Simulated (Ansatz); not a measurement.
Consider the formal exchange of groups at the Si–F bond: `F[SiH2][SiH2]F` + `C=C` → `C=C[SiH2][SiH2]F` + H–F.

Program: Ansatz. Geometries: PBE0-D4/def2-TZVP. ΔE: electronic, gas phase. CCSD(T)/CBS adds triple-zeta CCSD(T) − MP2 to the extrapolated MP2 energy (def2 sets, frozen cores). This one scheme is used for every species. DFT in def2-TZVPP. B3LYP here is the variant with VWN-RPA as its local correlation; programs differ in this. Each species was taken in one conformer, which may not be the lowest.

CCSD(T)/CBS gives +114.6 kJ/mol.

Q: Another level gave +120.6 kJ/mol. Which?
A. PBE0-D4/def2-TZVPP
B. ωB97X-V/def2-TZVPP
C. B3LYP/def2-TZVPP
D. PBE0/def2-TZVPP

A: B. ωB97X-V 120.6, PBE0 112.4, B3LYP 129.8, PBE0-D4 106.6 kJ/mol.

Largest T1 diagnostic among the species: 0.012.

The D4 term adds −10.1 kJ/mol with B3LYP and −5.8 kJ/mol with PBE0; it sums over pairs of atoms, weighted by their polarisabilities, and B3LYP, whose exchange is more repulsive, gets the larger term. In def2-TZVPP, CCSD(T) changes the Hartree–Fock value by −30.4 kJ/mol (the triples alone add −4.8 kJ/mol) and MP2 by −32.7 kJ/mol.
